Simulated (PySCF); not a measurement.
FHMgSe. Atoms are numbered in the order given.

```xyz
4

Mg    -0.0033     1.2271     0.0000
F      0.0019     2.9960     0.0000
Se    -0.0418    -1.1916     0.0000
H      1.4427    -1.1739     0.0000
```
Charge 0, spin multiplicity 1.

Geometry: PBE-D3(BJ)/def2-TZVP. One conformer was computed; it need not be the lowest.

Calculation: PySCF with TDDFT-B3LYP/def2-SVPD.

Vertical excitations.  State labels are in the subgroup Cs.

```json
[
 {"state": "S1", "symmetry": "A\"", "energy (eV)": "3.96", "λ (nm)": "313", "f": "0.042", "main pairs": "HOMO→LUMO 100 %"},
 {"state": "S2", "symmetry": "A\"", "energy (eV)": "5.08", "λ (nm)": "244", "f": "0.000", "main pairs": "HOMO→LUMO+1 95 %"},
 {"state": "S3", "symmetry": "A'", "energy (eV)": "5.43", "λ (nm)": "228", "f": "0.053", "main pairs": "HOMO−1→LUMO 59 %, HOMO→LUMO+2 40 %"},
 {"state": "S4", "symmetry": "A\"", "energy (eV)": "5.52", "λ (nm)": "225", "f": "0.005", "main pairs": "HOMO→LUMO+3 94 %"},
 {"state": "S5", "symmetry": "A'", "energy (eV)": "6.07", "λ (nm)": "204", "f": "0.290", "main pairs": "HOMO→LUMO+2 49 %, HOMO−1→LUMO 31 %, HOMO−1→LUMO+1 10 %"},
 {"state": "S6", "symmetry": "A'", "energy (eV)": "6.59", "λ (nm)": "188", "f": "0.073", "main pairs": "HOMO−1→LUMO+1 74 %, HOMO−3→LUMO 15 %"},
 {"state": "S7", "symmetry": "A\"", "energy (eV)": "6.71", "λ (nm)": "185", "f": "0.025", "main pairs": "HOMO−2→LUMO 76 %, HOMO→LUMO+4 12 %"},
 {"state": "S8", "symmetry": "A\"", "energy (eV)": "6.72", "λ (nm)": "184", "f": "0.008", "main pairs": "HOMO→LUMO+4 70 %, HOMO−2→LUMO 19 %"},
 {"state": "S9", "symmetry": "A'", "energy (eV)": "6.75", "λ (nm)": "184", "f": "0.053", "main pairs": "HOMO−3→LUMO 83 %, HOMO−1→LUMO+1 14 %"},
 {"state": "S10", "symmetry": "A\"", "energy (eV)": "6.99", "λ (nm)": "177", "f": "0.097", "main pairs": "HOMO−1→LUMO+2 79 %"},
 {"state": "T1", "symmetry": "A\"", "energy (eV)": "3.69", "λ (nm)": "336", "f": "0", "main pairs": "HOMO→LUMO 99 %"},
 {"state": "T2", "symmetry": "A'", "energy (eV)": "4.79", "λ (nm)": "259", "f": "0", "main pairs": "HOMO−1→LUMO 94 %"},
 {"state": "T3", "symmetry": "A\"", "energy (eV)": "4.82", "λ (nm)": "257", "f": "0", "main pairs": "HOMO→LUMO+1 67 %, HOMO→LUMO+3 29 %"},
 {"state": "T4", "symmetry": "A\"", "energy (eV)": "5.29", "λ (nm)": "234", "f": "0", "main pairs": "HOMO→LUMO+3 64 %, HOMO→LUMO+1 31 %"}
]
```
Triplets are in the Tamm–Dancoff approximation, which puts them higher than full response would, so one can lie above its singlet here.
